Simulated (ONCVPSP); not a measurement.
**What the settings do to the ONCV potential of arsenic**

Base potential:

As, optimised norm-conserving Vanderbilt (ONCV), made with ONCVPSP 4.0.1 (PW91, scalar-relativistic). Core [Ar] 3d10, reference 4s1.5 4p3.5. Waves: 4s: rc 1.75 bohr, ncon 4, nbas 7, qcut 4.1 1/bohr, 2 projectors, debl 1.3 Ha; 4p: rc 1.80 bohr, ncon 4, nbas 7, qcut 3.8 1/bohr, 2 projectors, debl 3.4 Ha; d scattering state at 0.32 Ha: rc 1.35 bohr, ncon 3, nbas 7, qcut 7.7 1/bohr, 2 projectors, debl 1.1 Ha. Local part: polynomial inside 1.20 bohr (lpopt 5, dvloc0 -1 Ha). Core correction: Teter function fitted to the true core (icmod 2), fcfact 0.6.

All-electron outer shells of the reference configuration (PW91, scalar-relativistic, ld1.x):

```json
{"shell": "3p", "level (eV)": "-134.59", "outermost node (bohr)": "0.22", "outermost maximum (bohr)": "0.52"}
{"shell": "3d", "level (eV)": "-41.57", "outermost node (bohr)": "–", "outermost maximum (bohr)": "0.47"}
{"shell": "4s", "level (eV)": "-15.02", "outermost node (bohr)": "0.73", "outermost maximum (bohr)": "1.61"}
{"shell": "4p", "level (eV)": "-5.57", "outermost node (bohr)": "0.78", "outermost maximum (bohr)": "1.97"}
```

Cutoffs, loose and tight: the cutoffs (Ha) at which the residual kinetic energy of the hardest occupied pseudo-wave falls to 1 and 0.1 mHa per electron. They do not see the model core or the augmentation charge, which bear on the density cutoff. Test errors are all-electron minus pseudo excitation energies from the reference, over the configurations 4s2 4p3; 4s2 4p2; 4s2 4p1; 4s2 4p2.5. A dash means not determined; rows that change the core or the reference have their own tests.

A true bound ghost makes a file unfit for plane-wave use even where its test errors are small: the radial tests pick states by their node count and pass the ghost by.

```tsv
change	outcome	cutoff, loose	cutoff, tight	bound ghosts	GHOST(+) flags above zero	largest test error (meV)
base	generated	13 Ha	36 Ha	d	s	-1.4
local potential polynomial inside 1.25 bohr (lpopt 5, dvloc0 6 Ha)	generated	13 Ha	36 Ha	d	s	-1.4
```

Q: What comes out with this change to the base: reference 4s2 4p3?

A: outcome: generated; cutoff, loose: 13 Ha; cutoff, tight: 35 Ha; bound ghosts: d; GHOST(+) flags above zero: s; largest test error (meV): -197.

Q: What comes out with this change to the base: d: qcut 4.7?

A: outcome: failed: ERROR pspot: first pseudo wave function has node, program will stop. Cause: the optimised pseudo-wave of the first projector has a node, so the radial equation cannot be inverted for a potential.
